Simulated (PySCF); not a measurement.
# Dipole response of Zn⁺ (zinc, charge +1)

[Ar] 3d10 4s1, 2S determinant. Calculation: PySCF 2.14, in aug-cc-pVTZ-PP with ECP10MDF (6s6p5d3f2g, 88 functions); a scalar-relativistic core potential. Coupled (time-dependent) response in atomic units; α is the mean over directions.

```json
{"method": "CAM-B3LYP", "mean α (bohr³)": "17.33", "C₆ (like pair)": "70.57", "S(−4)": "251.5"}
```

S(−4) is the Cauchy moment in α(ω) = α(0) + S(−4) ω² + …

α(iu) at CAM-B3LYP:

```
u (hartree)  α(iu) (bohr³)
          0          17.33
     0.0500          16.73
      0.100          15.18
      0.200          11.34
      0.300          8.320
      0.500          5.018
      0.750          3.252
       1.00          2.406
       1.50          1.590
       2.00          1.175
       3.00         0.7370
       5.00         0.3775
```

A single London oscillator, α(iu) = α/(1 + u²/ω²), gives C₆ = (3/4) ω α². Matching the computed C₆ needs ω = 4 × 70.57 / (3 × 17.33²) = 0.313 hartree.

For an ion, C₆ is the dispersion term alone; charge-induced terms of lower order in 1/R come first.

Energies and moments cover only the electrons outside the core potential.
